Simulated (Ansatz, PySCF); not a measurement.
H4O4Ti, SMILES [OH][Ti]([OH])([OH])[OH] (connectivity only; charge and spin as stated), charge +1, multiplicity 2. Atoms are numbered in the order given.

```xyz
9

Ti     0.1344     0.1505     0.0225
O      1.2229     1.0023    -1.0039
H      1.5954     1.7966    -1.4142
O     -1.0616     1.1199     0.8041
H     -1.5626     1.4852     1.5480
O     -1.1452    -0.9678    -1.2481
H     -1.6070    -1.8065    -1.0108
O      0.8893    -1.0182     1.0467
H      1.6866    -1.4288     1.4122
```
Charge +1, spin multiplicity 2.

Geometry optimised at ωB97X-D3(BJ)/def2-SVP. The multiplicity is an assumed one; no other spin state was optimised. The isomer is the one that the SMILES or the coordinates give; other isomers of the formula were not compared. The values are those of a single conformer.

Two levels are set side by side: PBE-D3(BJ)/def2-SVP (Ansatz, an electronic-structure program) and ωB97X-D3(BJ)/def2-SVP (PySCF). Each level has its own optimised geometry; the coordinates shown are those of the second. Frequencies come from the Hessian of PySCF at each geometry. Differences are taken from unrounded values.

| quantity | ωB97X-D3(BJ) |
|---|---|
| mean bond length (Å) | 1.399 |
| bond Ti1–O2 (Å) | 1.721 |
| bond Ti1–O4 (Å) | 1.727 |
| bond Ti1–O6 (Å) | 2.122 |
| bond Ti1–O8 (Å) | 1.728 |
| bond O2–H3 (Å) | 0.969 |
| bond O4–H5 (Å) | 0.968 |
| bond O6–H7 (Å) | 0.986 |
| bond O8–H9 (Å) | 0.968 |
| highest harmonic wavenumber (cm⁻¹) | 3889 |
| mean harmonic wavenumber (cm⁻¹) | 1060 |
| zero-point energy (kcal/mol) | 31.83 |

Problem. What does PBE-D3(BJ) give, and how far is it from ωB97X-D3(BJ)? (An estimate is asked for; the answer gives what the named calculation found.)

Solution. 
| quantity | PBE-D3(BJ) | PBE-D3(BJ) minus ωB97X-D3(BJ) |
|---|---|---|
| mean bond length (Å) | 1.395 | -0.003 |
| bond Ti1–O2 (Å) | 1.740 | 0.018 |
| bond Ti1–O4 (Å) | 1.874 | 0.147 |
| bond Ti1–O6 (Å) | 1.873 | -0.248 |
| bond Ti1–O8 (Å) | 1.744 | 0.017 |
| bond O2–H3 (Å) | 0.979 | 0.010 |
| bond O4–H5 (Å) | 0.986 | 0.018 |
| bond O6–H7 (Å) | 0.986 | 0.000 |
| bond O8–H9 (Å) | 0.980 | 0.011 |
| highest harmonic wavenumber (cm⁻¹) | 3720 | -168 |
| mean harmonic wavenumber (cm⁻¹) | 1011 | -49 |
| zero-point energy (kcal/mol) | 30.36 | -1.47 |
